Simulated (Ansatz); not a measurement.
Consider the cleavage of the B–Al bond: `N[B](N)[AlH2]` + NH₃ → `NB(N)N` + `[AlH3]`.

Program: Ansatz. Geometries: PBE0-D4/def2-TZVP. ΔE: electronic, gas phase. CCSD(T)/CBS adds triple-zeta CCSD(T) − MP2 to the extrapolated MP2 energy (def2 sets, frozen cores). This one scheme is used for every species. Functionals use def2-TZVPP. B3LYP here is the variant with VWN-RPA as its local correlation; programs differ in this. One conformer a species, not always the lowest.

(1) Is it downhill or uphill in electronic energy at CCSD(T)/CBS, and by how much? (Best estimate.)

(2) What do these levels give: BLYP-D4, r2SCAN-D4, B3LYP-D4, r2SCANh-D4, BHLYP-D4, CCSD(T)/def2-SVP, CCSD/def2-TZVPP, CCSD(T)/def2-TZVPP, MP2/def2-QZVPP, HF/CBS(def2), MP2/CBS(def2), CCSD/CBS(def2)? (An estimate is asked.)

Largest T1 diagnostic among the species: 0.012.

## Answers

(1) Computed: Downhill: ΔE = -0.97 eV.

(2) The calculation gave: BLYP-D4 -0.90, r2SCAN-D4 -0.96, B3LYP-D4 -0.98, r2SCANh-D4 -0.98, BHLYP-D4 -1.08, CCSD(T)/def2-SVP -1.04, CCSD/def2-TZVPP -1.00, CCSD(T)/def2-TZVPP -0.96, MP2/def2-QZVPP -1.02, HF/CBS(def2) -1.24, MP2/CBS(def2) -1.02, CCSD/CBS(def2) -1.01 eV.

Leaving LDA and LC-ωPBE aside and taking each functional with its dispersion term where it has one, the values, not all of them listed here, spread over 0.28 eV, from BHLYP-D4 to PBE-D4. LDA lies −0.12 eV from PBE without D4. In def2-TZVPP, CCSD(T) changes the Hartree–Fock value by +0.27 eV (the triples alone add +0.04 eV) and MP2 by +0.21 eV. At CCSD(T), def2-SVP lies −0.07 eV from the extrapolated value and def2-TZVPP +0.01 eV.
